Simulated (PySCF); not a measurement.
**Ionisation energy of Yb²⁺ by level of theory**

Yb²⁺ [Xe] 4f14 (1S) → Yb³⁺ [Xe] 4f13 (2F), as a difference of total energies. Calculation: PySCF 2.14, in cc-pVTZ-X2C (10s9p7d5f3g1h, 145 functions); the spin-free X2C one-electron Hamiltonian (Gaussian nucleus). The calculations carry no spin-orbit coupling.

```tsv
method	ionisation energy (eV)
UHF	20.659
M06	25.585
PW91	26.554
r2SCAN0	24.709
```

The reference lies between the lowest fine-structure levels, while these numbers refer to the centres of the terms.

For comparison: 25.053 ± 0.025 eV (semi-empirical (NIST evaluation); NIST Atomic Spectra Database, ionization energies).
